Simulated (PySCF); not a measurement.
2H-1,3-oxazine (C4H5NO), SMILES C1=COCN=C1.

Coordinates come from a B3LYP-D3(BJ)/def2-SVP optimisation. The geometry has at least one imaginary mode, so it is a saddle point at that level. One conformer was computed; it need not be the lowest.

Two levels are set side by side: PBE/def2-TZVP (PySCF) and CAM-B3LYP/def2-TZVP (PySCF). Same geometry, gas phase. Differences are taken from unrounded values.

| quantity | CAM-B3LYP | PBE | PBE minus CAM-B3LYP |
|---|---|---|---|
| orbital gap (eV) | 7.57 | 3.07 | -4.50 |
| highest occupied level (eV) | -7.64 | -5.24 | 2.40 |
| lowest empty level (eV) | -0.07 | -2.17 | -2.11 |
| dipole moment (D) | 1.52 | 1.43 | -0.09 |
| mean polarisability (bohr³) | 54.4 | 56.3 | 1.9 |

PBE's occupied levels lie high since its potential decays too fast outside the molecule; exact exchange lowers them and widens the gap. PBE's more diffuse valence density responds more strongly to a field. Differences between two approximate levels are no errors against the true value.

Rough cost on one machine, each run with all the roots and properties that it gave: CAM-B3LYP against PBE within a factor of 2.
